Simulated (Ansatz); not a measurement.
The cluster Si2Mo⁺. Total charge 1; doublet. Geometry PBE0-D4/def2-TZVP; atoms count from 1.

```xyz
3

Mo    0.651   -0.684   -0.840
Si   -1.190    0.543   -0.413
Si    0.538    0.142    1.253
```

In the def2 sets Mo takes a core potential; there is no spin–orbit coupling. The relaxed charge 1 doublet is spin-contaminated (final ⟨S²⟩ up to 1.47, 0.75 for a pure state). The structure comes from a short search, and lower isomers may exist.

Q: Estimate the Mulliken populations from the PBE0/def2-TZVP orbitals of Ansatz.

A: 
```csv
atom,charge (e),spin (α − β),d electrons
Mo1,0.67,2.18,4.94
Si2,0.16,-0.59,–
Si3,0.16,-0.59,–
```
Mulliken values depend strongly on the basis.

Q: Where does the spin sit?

A: Summed by element: Mo 2.18, Si -1.18, of 1 unpaired in all. Largest on single atoms: Mo1 2.18, Si2 -0.59, Si3 -0.59.

Q: And the Mayer bond orders between heavy atoms (over 0.3)?

A: Mo1–Si2 1.91 (2.25 Å); Mo1–Si3 1.91 (2.25 Å); Si2–Si3 0.80 (2.43 Å).
